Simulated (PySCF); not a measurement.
B(Me)2(NHMe) (C₃H₁₀BN), SMILES CNB(C)C.

Coordinates come from a PBE-D3(BJ)/def2-SVP optimisation. A frequency run showed that this geometry is not a minimum. One conformer was computed; it need not be the lowest.

Method: PBE-D3(BJ)/def2-SVP run with PySCF.

No scaling factor is applied to the harmonic values.

```
mode  ν (cm⁻¹)  IR (km/mol)  moving atoms (share of kinetic energy)
----  --------  -----------  --------------------------------------
1          33i          0.7                                  H 97 %
2          112          0.1                                  H 96 %
3          142          2.0                          H 83 %, C 10 %
4          202          1.0                  H 48 %, N 33 %, C 17 %
5          232          0.1                          C 56 %, H 34 %
6          299          0.3                   H 43 %, C 42 %, N 9 %
7          395          0.9                   H 48 %, B 42 %, N 9 %
8          469          2.2                  C 40 %, H 30 %, N 23 %
9          623         45.2                                  H 89 %
10         677          0.7                  C 54 %, H 29 %, N 16 %
11         748         16.0                          H 81 %, C 17 %
12         798          0.9                          H 70 %, C 28 %
13         837          1.6                   H 62 %, C 27 %, N 9 %
14         910         22.9                  H 44 %, B 34 %, C 20 %
15        1036         29.6                  H 69 %, B 15 %, C 15 %
16        1080          3.0          C 28 %, B 28 %, N 22 %, H 21 %
17        1100          0.2                          H 74 %, C 20 %
18        1153         33.5          H 45 %, B 25 %, N 17 %, C 13 %
19        1247         10.7                          H 76 %, C 18 %
20        1277         66.7                   H 64 %, C 27 %, B 9 %
21        1317         81.8                  H 54 %, B 28 %, C 16 %
22        1383          5.2                                  H 91 %
23        1386          2.9                                  H 96 %
24        1397         10.7                                  H 91 %
25        1398         10.9                                  H 93 %
26        1400         16.4                           H 87 %, C 8 %
27        1420          0.9                                  H 97 %
28        1425         19.4                                  H 90 %
29        1513        131.6                  N 37 %, H 35 %, B 27 %
30        2937         78.3                                  H 97 %
31        2953         10.4                                  H 97 %
32        2960          4.6                                  H 97 %
33        2994         32.4                          H 90 %, C 10 %
34        3030          7.5                           H 91 %, C 9 %
35        3033         12.9                           H 91 %, C 9 %
36        3046         29.1                           H 91 %, C 9 %
37        3062         21.5                           H 91 %, C 9 %
38        3081          8.6                           H 91 %, C 9 %
39        3499          5.6                                  H 93 %
```
